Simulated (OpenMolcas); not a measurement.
I II: CASPT2 settings compared

- Program: OpenMolcas 26.06
- Basis: ANO-R1 [6s5p3d1f]
- Scalar Hamiltonian: X2C, finite nucleus
- Active space: 4 electrons in 3 orbitals (5p)
- State averaging: 2S+1 = 3 even, 3 roots; 2S+1 = 1 even, 6 roots kept (CI in the orbitals of an earlier block)
- Spin-orbit coupling: state interaction with AMFI integrals over the reference wave functions, term energies averaged over their components

Methods on the same reference wave functions:
A. CASSCF
B. SS-CASPT2, IPEA 0 Eh, real shift 0.1 Eh (closed shells correlated: 4d 5s)
C. SS-CASPT2, IPEA 0.4 Eh, sigma2 regulariser 0.5 Eh (closed shells correlated: 4s 4p 4d 5s)
D. XMS-CASPT2, IPEA 0.15 Eh, sigma1 regulariser 0.5 Eh (closed shells correlated: 5s)

Energies in cm-1 above 5s2 5p4 3P2, the measured ground level; measured values from NIST Handbook of Basic Atomic Spectroscopic Data.

```
      Level      A      B      C      D  Measured
5s2 5p4 3P2    0.0    0.0    0.0    0.0       0.0
5s2 5p4 3P1   6347   6390   6430   6410      7087
5s2 5p4 3P0   6653   6390   6390   6420      6448
5s2 5p4 1D2  15529  15020  14520  14700     13727
5s2 5p4 1S0  33225  30500  30270  30570     29501
```

Deviations, from unrounded energies. A percentage is the sum of absolute deviations over the sum of measured energies, with the sign that they share, or ± where signs differ.

```csv
Against measurement,Levels,A,B,C,D
mean absolute deviation (cm-1),4,1600,760,570,690
fine structure of the ground term (%),2,±7.0,-5.6,-5.3,-5.2
other terms of the ground configuration (%),2,+12.8,+5.3,+3.6,+4.7
```

C lies closest to measurement on these levels and A furthest from it. The largest miss of C in the table is 5s2 5p4 1D2, by +790 cm-1. The ranking rests on the paired levels alone, and a cruder setting can come out closer through cancelling errors.

Among B to D the level of the table that moves most is 5s2 5p4 1D2, by 500 cm-1 (lowest in C, highest in B). Moves below CASPT2's spread within the term are not significant.

The mean deviations of B to D differ by less than CASPT2's widest spread within a term (350 cm-1), so their order carries little weight.

From A to B the spin-free energies of the other terms of 5s2 5p4 shown, above 3P, scale by factors of 0.89 to 0.95.

The lowest spin-free term lies below A's lowest term by 0.426 hartree in B, 0.472 hartree in C, 0.067 hartree in D.

CASPT2 does not keep the components of a term degenerate, so their means are used; among the terms shown or strongly mixed into the levels shown the widest spread is 350 cm-1 (5s2 5p4 1D, D). Terms from blocks run as CI alone lack orbitals of their own. With the s shell closed, the reference lacks s² → p² mixing. Computed and measured levels are paired by configuration, term and J; levels that our copy of the source lacks, or whose pairing is in doubt (as where it misses far off the trend of its configuration), stay unpaired and out of the deviations. Only configurations of the active space appear.
